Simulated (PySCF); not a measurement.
**From a computed spectrum to the compound**

A species of 7 atoms with charge 3 has these harmonic modes (PBE0, small Gaussian bases with core potentials, PySCF 2.14.0):

```tsv
cm⁻¹	km/mol	symmetry
114	0.2	a''
142	13.0	a'
431	191.9	a'
516	143.8	a'
606	200.6	a''
1018	29.4	a'
1048	9.3	a''
1229	84.8	a'
1381	6.1	a'
1394	31.2	a''
1418	35.0	a'
3054	60.8	a'
3236	68.8	a''
3244	27.5	a'
3475	533.6	a'
```

(1) Which species is it, and in which structure?

Results:

(1) [Yb(MeOH)]3+ (singlet in the valence; each metal's 4f electrons, 13 of them, lie in its core potential, out of spins and levels):
```xyz
7

Yb   -0.1109    0.0000   -0.4009
O     0.0247    0.0000    1.6337
H    -0.7649    0.0000    2.2391
C     1.2709    0.0000    2.7177
H     1.1024   -0.9320    3.2788
H     2.1826    0.0000    2.1042
H     1.1024    0.9320    3.2788
```
Ideal gas at 298.15 K and 1 bar: S = 318.4 J/(mol K), Cp = 69.6 J/(mol K), H − H(0 K) = 15.5 kJ/mol (rigid rotor, harmonic modes, spin degeneracy alone, that of the 4f electrons in the core included). An lcecp potential fixes the number of 4f electrons, so in runs with it no electron can move into or out of that shell.
 This is one of several that fit.
